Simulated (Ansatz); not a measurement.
Sn₆S₁₂, relaxed as a singlet with RKS PBE-D4/def2-SVP in Ansatz, starting from the GFN1-xTB geometry. Force threshold 0.03 eV/Å.

In the def2 sets Sn takes a core potential; there is no spin–orbit coupling. The structure comes from a short search, and lower isomers may exist.

Start:

Cartesian coordinates in Å:
```
Sn -0.4023 1.4103 3.3988
Sn -3.0074 -0.5664 3.7463
Sn 3.2439 0.9612 -2.4996
Sn 0.5297 -1.7762 -3.0241
Sn 0.5105 0.2509 -0.3972
Sn 0.4684 2.4907 -3.2833
S 2.3572 -1.0597 -1.3162
S -1.7684 -0.5937 -2.8311
S 1.4152 -0.0922 1.9429
S 1.4295 0.3728 -4.2889
S -2.9134 1.8317 2.7371
S -1.9324 0.3724 1.5054
S 1.6930 2.4114 -1.0007
S -1.3138 1.1634 -1.9326
S -0.8024 -2.0165 -0.6094
S -0.9598 -0.2456 5.1502
S -0.2258 -2.8342 1.1825
S 1.6784 -2.0802 1.5198
```

Problem. Estimate the energy that the relaxation releases and the steps that it takes.

Solution. 2.62 eV, in 23 steps; 91 s on 2 threads of AMD EPYC 7R13 on a shared host and a share (18 GiB) of an NVIDIA H100 80GB HBM3. No frequencies were taken in this run, so the end may be a saddle point.

Problem. Does the start keep its bonding and symmetry?

Solution. Bonds lost: Sn1–S12, Sn4–S15 (atoms count from 1).

Problem. Predict the relaxed structure.

Solution. 
```xyz
18

Sn    0.692    1.668    3.300
Sn   -2.454   -0.094    3.543
Sn    2.926    1.146   -1.751
Sn    1.335   -0.944   -4.366
Sn   -0.084   -0.494   -0.373
Sn   -0.462    2.556   -2.571
S     1.877   -1.299   -1.816
S    -1.207   -0.962   -4.094
S     1.524   -0.402    1.732
S     1.541    1.660   -3.966
S    -1.719    2.136    2.075
S    -2.194    0.486    0.827
S     0.867    1.986   -0.348
S    -1.657    0.129   -2.379
S    -0.974   -2.817    0.279
S    -0.359    0.038    4.880
S    -0.851   -2.552    2.332
S     1.197   -2.243    2.697
```
Bond lengths (bridged metal pairs left out): 21 × S–Sn 2.49 to 2.79 Å; 5 × S–S 2.07 to 2.12 Å.
